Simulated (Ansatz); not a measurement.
```yaml
crystal:
  periodic: [false, false, false]
  atoms:
    - {symbol: C, position_ang: [1.003801, -2.492539, -0.430650]}
    - {symbol: C, position_ang: [0.358059, -1.580366, 0.278227]}
    - {symbol: C, position_ang: [0.824946, -0.168760, 0.470226]}
    - {symbol: N, position_ang: [-0.218055, 0.828492, 0.310952]}
    - {symbol: Si, position_ang: [-0.967366, 1.489829, 1.725867]}
    - {symbol: C, position_ang: [-0.642486, 1.143710, -0.967476]}
    - {symbol: C, position_ang: [-0.220708, 0.616753, -2.118446]}
    - {symbol: H, position_ang: [1.922046, -2.252751, -0.959074]}
    - {symbol: H, position_ang: [0.642468, -3.510730, -0.511708]}
    - {symbol: H, position_ang: [-0.567105, -1.842701, 0.787163]}
    - {symbol: H, position_ang: [1.229083, -0.066800, 1.485612]}
    - {symbol: H, position_ang: [1.650416, 0.052248, -0.217221]}
    - {symbol: H, position_ang: [-1.802324, 2.637184, 1.294183]}
    - {symbol: H, position_ang: [-1.824466, 0.501083, 2.439401]}
    - {symbol: H, position_ang: [0.093317, 1.921367, 2.674683]}
    - {symbol: H, position_ang: [-1.392929, 1.929519, -0.988258]}
    - {symbol: H, position_ang: [-0.621905, 0.996377, -3.047633]}
    - {symbol: H, position_ang: [0.495807, -0.190517, -2.174048]}
basis:
  gaussian: {orbitals: def2-mTZVPP}
magnetization: {spin_polarized: true, initial_magnetization: 1}
hamiltonian: {xc: {name: PBE}}
```

```sh
$ ansatz run in.yaml --threads 2 --pin off --events-out ev --progress --plain --max-ram 32768MiB --backend cpu
```

Output, abridged:

```
Error: a molecule whose nuclei and cores have a total charge of 62 cannot have a net charge of 0 together with 1 unpaired electrons
```

(1) Something in this input is off. What?

Results:

(1) The number of unpaired electrons doesn't fit the electron count. The input was rejected before any iteration.
